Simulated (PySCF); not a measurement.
## Correlation energy of Tb²⁺ (terbium, charge +2)

[Xe] 4f9, one real determinant. All numbers are calculated (PySCF 2.14, scalar relativity by spin-free X2C-1e, in cc-pVDZ-X2C (8s7p5d3f1g, 84 functions)). Frozen: [Kr] 4d10; 17 electrons correlated.

| level | correlation energy (mhartree) |
| --- | --- |
| CCSD | -534.51 |
| (T) | -18.35 |
| CCSD(T) | -552.86 |

Diagnostics: T1 = 0.013, D1 = 0.0316, largest double amplitude 0.034.

The real determinant used has ⟨L²⟩ near 24 against 30 for a pure H term, so it mixes terms. Spin-orbit coupling, absent here, splits the open shell strongly.

Cost of the coupled-cluster step: about 40 core-seconds, for 17 correlated electrons.

The reference is one real determinant that mixes LS terms of this configuration.
